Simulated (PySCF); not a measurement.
A PySCF script (with the pyscf-properties extension) for the NMR shieldings of SMILES C1[C@@H](C)P(CC#N)CC1, C$_{7}$H$_{12}$NP, on a GFN2-xTB geometry:

```python
import basis_set_exchange as bse
import numpy as np
from pyscf import gto, dft
from pyscf.prop import nmr

atoms = """
C    -0.952291    2.062823    0.627746
C    -0.545514    0.727368    0.018141
C    -1.577294   -0.379112    0.249425
C    -0.861079   -1.708398    0.045619
C     0.406738   -1.637560    0.893242
P     1.072469    0.103523    0.766037
C     2.041689   -0.112699   -0.840633
C     2.229048    1.170507   -1.445548
N     2.346546    2.206607   -1.916568
H    -1.053385    1.975026    1.708105
H    -1.903988    2.396441    0.217182
H    -0.199277    2.818251    0.412214
H    -0.391567    0.866440   -1.058693
H    -2.424637   -0.268527   -0.428966
H    -1.951302   -0.321391    1.274407
H    -0.609823   -1.829866   -1.010805
H    -1.483799   -2.554494    0.340695
H     0.163452   -1.808452    1.945090
H     1.162403   -2.370478    0.605471
H     1.507150   -0.773678   -1.528933
H     3.015542   -0.545387   -0.593847
"""
names = dict.fromkeys(["C", "P", "N", "H"], "pcSseg-1")
basis = {el: gto.basis.parse(bse.get_basis(n, elements=[el], fmt="nwchem")) for el, n in names.items()}
mol = gto.M(atom=atoms, basis=basis, charge=0, verbose=0)
mf = dft.RKS(mol, xc="PBE0")
mf.grids.level = 2
mf.grids.alignment = dft.numint.BLKSIZE   # the property module wants whole blocks of grid points
mf.conv_tol = 1e-9
mf.kernel()

calc = nmr.RKS(mf)   # GIAO
C = mf.mo_coeff
Co = C[:, mf.mo_occ > 0]
resp = mf.gen_response(singlet=True, hermi=2)
def vind(x):   # induced exchange potential for any number of trial vectors
    d = np.einsum("pi,xij,qj->xpq", C, 2 * x.reshape(-1, C.shape[1], Co.shape[1]), Co, optimize=True)
    return np.einsum("xpq,pi,qj->xij", resp(d - d.transpose(0, 2, 1)), C, Co, optimize=True).ravel()
mo1, _ = nmr.rhf.solve_mo1(calc, with_cphf=vind)
sigma = calc.kernel(mo1)
for i, s in enumerate(sigma):   # ppm
    print("%2d %-2s %9.2f" % (i, mol.atom_pure_symbol(i), np.trace(s) / 3))
```

Question: Give the expected output.

Answer: 
```
 0 C     164.06
 1 C     141.99
 2 C     144.43
 3 C     155.25
 4 C     154.85
 5 P     338.33
 6 C     170.60
 7 C      64.53
 8 N     -30.06
 9 H      30.70
10 H      30.19
11 H      29.80
12 H      29.70
13 H      29.45
14 H      30.59
15 H      30.03
16 H      29.57
17 H      29.99
18 H      30.25
19 H      29.57
20 H      29.56
```

These numbers come from an equivalent density-fitted implementation of the same equations, which agrees with the script to about 0.01 ppm for H and up to a few tenths of a ppm for heavy atoms, so last digits may differ.

Size and cost of the density-fitted run: 220 basis functions, 42 s wall time on 1 thread of an Arm Neoverse V1, shared host; peak memory 1.1 GiB.
